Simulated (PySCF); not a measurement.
C₆ coefficients of unlike pairs at r2SCAN0

Calculated with PySCF 2.14 from the dipole response of each species, C₆(A,B) = (3/π) ∫ α_A(iu) α_B(iu) du, in atomic units, from isotropic polarisabilities. For ions this is the dispersion term alone; charge-induced terms of lower order in 1/R come first.

| species | configuration | basis | relativity | α (bohr³) | C₆ (like pair) |
| --- | --- | --- | --- | --- | --- |
| S²⁺ | [Ne] 3s2 3p2 (3P) | aug-cc-pV(D+d)Z (5s4p3d) | none | 7.409 | 27.58 |
| Se | [Ar] 3d10 4s2 4p4 (3P) | aug-cc-pwCVTZ-PP with ECP10MDF (8s7p6d4f1g) | core potential | 25.84 | 220.8 |
| Ar²⁺ | [Ne] 3s2 3p4 (3P) | aug-cc-pV(Q+d)Z with one added diffuse shell each of s, p, d, f, g type (8s7p6d4f3g) | none | 4.787 | 17.06 |
| Kr⁺ | [Ar] 3d10 4s2 4p5 (2P) | def2-QZVPPD (12s8p5d4f1g) | none | 10.68 | 67.08 |

Problem. Estimate C₆ for Kr⁺ with Ar²⁺.

Solution. The integral gives 33.64. The combination rule 2 C_A C_B / (C_A α_B/α_A + C_B α_A/α_B) gives 33.59 and the geometric mean 33.83.

No spin-orbit coupling is included.

The other pairs:

| pair | C₆ |
| --- | --- |
| Ar²⁺, Se | 57.58 |
| Kr⁺, S²⁺ | 42.85 |
| Se, S²⁺ | 76.81 |
| Kr⁺, Se | 117.8 |
| Ar²⁺, S²⁺ | 21.30 |
